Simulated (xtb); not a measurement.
Ga(CF3)(H)2 (CH2F3Ga), SMILES F[C]([GaH2])(F)F. All values are semi-empirical tight-binding results from xtb (GFN2-xTB unless named), good for trends rather than for accurate numbers. Geometry optimised at GFN2-xTB. The structure was generated by enumeration; whether it is a known compound was not checked.

For metal compounds this method's bond lengths and energies can be far off.

```yaml
orbital_gap: 5.04 eV
zero_point_energy: 14.1 kcal/mol
G − E(el) at 298.15 K (modified RRHO): -5.8 kcal/mol
```
